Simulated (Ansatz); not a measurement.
`N[B](N)[AlH2]`, charge 0, multiplicity 1.

**Question.** Give a relaxed structure at PBE0-D4/def2-TZVP (Ansatz 0.2.0). (Estimate.)

**Answer.** Ansatz gave: 
Cartesian coordinates in Å:
```
N -0.531 -1.387 0.517
B 0.037 -0.255 -0.113
N 0.787 -0.401 -1.303
Al -0.242 1.687 0.741
H -0.442 -2.331 0.174
H -1.069 -1.324 1.361
H 1.205 0.378 -1.777
H 0.959 -1.282 -1.761
H 0.379 3.005 0.078
H -1.085 1.911 2.082
```
Point group C2v.
This is one stationary point; other conformers may exist.
